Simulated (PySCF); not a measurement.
Compound: C7H9PS.
Numbering: `[CH3:1][CH2:2]/[CH:3]=[P:4]/[c:5]1[cH:6][cH:7][s:8][cH:9]1` (hydrogens: H10, H11, H12 on C1; H13, H14 on C2; H15 on C3; H16 on C6; H17 on C7; H18 on C9)

The same species was optimised twice, with GFN2-xTB and with PBE0-D3(BJ)/def2-SVP (PySCF), and the same property calculations (PySCF, gas phase) were run on both structures.

```tsv
coordinate	GFN2-xTB	PBE0-D3(BJ)/def2-SVP	change
C5–C9 (Å)	1.363	1.379	+0.016
C6–C7 (Å)	1.353	1.368	+0.015
C5–C6 (Å)	1.424	1.433	+0.009
P4–C5 (Å)	1.820	1.824	+0.004
C7–S8 (Å)	1.722	1.718	-0.004
C2–C3 (Å)	1.491	1.494	+0.003
S8–C9 (Å)	1.717	1.714	-0.003
C1–C2 (Å)	1.520	1.519	-0.001
C3=P4 (Å)	1.676	1.678	+0.002
C1–C2–C3 (°)	113.6	116.2	+2.6
C3–P4–C5 (°)	100.7	102.5	+1.8
C7–S8–C9 (°)	91.0	92.0	+1.0
C2–C3–P4 (°)	124.1	124.8	+0.7
C6–C7–S8 (°)	112.1	111.5	-0.6
C5–C9–S8 (°)	112.5	112.1	-0.4
C6–C5–C9 (°)	111.6	111.3	-0.3
P4–C5–C6 (°)	121.7	121.9	+0.2
C1–C2–C3–P4 (°)	-1	-1	0
C3–P4–C5–C6 (°)	-145	-146	-1
```

Rotational constants: A = 3947, B = 529.5, C = 478.8 MHz (GFN2-xTB) against A = 3969, B = 516.6, C = 468.3 MHz (PBE0-D3(BJ)/def2-SVP). Point groups within 0.08 Å: C1 and C1.

On the GFN2-xTB structure: HOMO (eV) -6.54 [PBE0/pcSseg-1]; LUMO (eV) -1.53 [PBE0/pcSseg-1]; dipole (D) 1.07 [PBE0/pcSseg-1]; GIAO shielding of C1 (ppm) 171.3 [PBE0/pcSseg-1]; GIAO shielding of C2 (ppm) 151.1 [PBE0/pcSseg-1]; GIAO shielding of C3 (ppm) -26.3 [PBE0/pcSseg-1]; GIAO shielding of P4 (ppm) 77.4 [PBE0/pcSseg-1]; GIAO shielding of C5 (ppm) 36.4 [PBE0/pcSseg-1]; GIAO shielding of C6 (ppm) 51.3 [PBE0/pcSseg-1]; GIAO shielding of C7 (ppm) 52.1 [PBE0/pcSseg-1]; GIAO shielding of S8 (ppm) 256.2 [PBE0/pcSseg-1].

**Question.** What do these properties become on the PBE0-D3(BJ)/def2-SVP structure?

**Answer.** 
| property | level | on GFN2-xTB | on PBE0-D3(BJ)/def2-SVP | change |
| --- | --- | --- | --- | --- |
| HOMO (eV) | PBE0/pcSseg-1 | -6.54 | -6.53 | +0.01 |
| LUMO (eV) | PBE0/pcSseg-1 | -1.53 | -1.53 | 0.00 |
| dipole (D) | PBE0/pcSseg-1 | 1.07 | 1.08 | +0.01 |
| energy, GFN2-xTB geometry as zero (kcal/mol) | PBE0/pcSseg-1 | 0.0 | -0.9 | -0.9 |
| GIAO shielding of C1 (ppm) | PBE0/pcSseg-1 | 171.3 | 170.5 | -0.8 |
| GIAO shielding of C2 (ppm) | PBE0/pcSseg-1 | 151.1 | 149.7 | -1.4 |
| GIAO shielding of C3 (ppm) | PBE0/pcSseg-1 | -26.3 | -23.5 | +2.8 |
| GIAO shielding of P4 (ppm) | PBE0/pcSseg-1 | 77.4 | 71.6 | -5.8 |
| GIAO shielding of C5 (ppm) | PBE0/pcSseg-1 | 36.4 | 33.9 | -2.5 |
| GIAO shielding of C6 (ppm) | PBE0/pcSseg-1 | 51.3 | 47.6 | -3.7 |
| GIAO shielding of C7 (ppm) | PBE0/pcSseg-1 | 52.1 | 50.6 | -1.5 |
| GIAO shielding of S8 (ppm) | PBE0/pcSseg-1 | 256.2 | 254.1 | -2.1 |

The heavy atoms differ by 0.045 Å rms after alignment. Among bonds between heavy atoms C5–C9 and C6–C7 change most and about equally (+0.015 to +0.016 Å). Changes are differences of the printed values. Neither structure is proved a minimum here.

Shape of the structure used: `[CH3:1][CH2:2]/[CH:3]=[P:4]/[c:5]1[cH:6][cH:7][s:8][cH:9]1`: C1–C2–C3–P4 -1°, C3–P4–C5–C6 -146°.
